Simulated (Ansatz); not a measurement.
Problem. Name a neutral molecule of Al, C, N and H with HOMO–LUMO gap (PBE0/def2-TZVPP) between 6.75 and 7.05 eV and size of the dipole moment (ωB97M-V/def2-TZVPP) between 0.60 and 0.90 D (Ansatz, PBE0-D4/def2-TZVP geometry).

Solution. `C#[C][Al]([NH2])[NH2]` (6.87 eV, 0.89 D). Other molecules can fit too; these were computed, each in one conformer that needn't be the lowest.
